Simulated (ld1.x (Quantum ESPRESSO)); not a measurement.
**PBE RRKJ dataset for Tm, scalar-relativistic all-electron reference.**

Tm, norm-conserving RRKJ (Kleinman–Bylander form), made with ld1.x (Quantum ESPRESSO) 7.5 (PBE, scalar-relativistic). Core [Kr] 4d10 4f12, reference 5s2 5p6 5d1 6s2 6p0. Waves: 5s (bound): rc 1.70 bohr; 5d (bound): rc 2.15 bohr; 5p (bound): rc 1.50 bohr. Local part: the p channel. Core correction: Bessel-smoothed model core, default radius (core density twice the valence density).

Occupied shells without a wave of their own: 6s. They enter only through the test configuration that unscreens the potential, and ld1.x also counts them in the model core charge.

All-electron outer shells of the reference configuration (PBE, scalar-relativistic, ld1.x):

| shell | level (eV) | outermost node (bohr) | outermost maximum (bohr) |
| --- | --- | --- | --- |
| 4d | -178.99 | 0.24 | 0.50 |
| 5s | -57.66 | 0.59 | 1.08 |
| 5p | -30.39 | 0.63 | 1.24 |
| 4f | -9.57 | – | 0.49 |
| 6s | -4.49 | 1.46 | 3.17 |
| 5d | -1.97 | 0.71 | 1.87 |
| 6p | -1.34 | 1.78 | 4.39 |

Problem. Does the generator finish with these settings?

Solution. Yes, a potential is produced.

Problem. Estimate the cutoffs (Ry, on a coarse ladder) from which the occupation-weighted sum of valence levels, in a spherical-Bessel basis at the reference potential, stays within 10 and 1 mRy of its value at 400 Ry.

Solution. 70 Ry and 100 Ry.

Problem. Does the potential have ghost states?

Solution. No extra level below or beside the all-electron valence levels (s, d, p, f tested).

Problem. Which valence shell sets the plane-wave cutoff?

Solution. 5p: its level needs 80 Ry to come within 1 mRy, against 40 Ry for 5s.

Problem. Tests: 5s2 5p6 5d1 6s1 6p0; 5s2 5p6 5d1 6s0 6p0; 5s2 5p6 5d0 6s0 6p0; 5s2 5p6 5d1 6s1.5 6p0; 5s2 5p6 5d0 6s2 6p1; 5s2 5p6 5d1 6s1 6p1; 5s2 5p5 5d1 6s2 6p0. Which has the largest error in its energy relative to the reference configuration, and how large is it?

Solution. 5s2 5p6 5d0 6s0 6p0, with -2431 meV (all-electron minus pseudo) on +40.04 eV.

ld1.x takes every shell without a wave as core, so the model core holds the 6s electrons as well and exchange and correlation see them twice. This cancels in the reference configuration, but the file is broken for other ones, and its errors say nothing about a proper core correction.
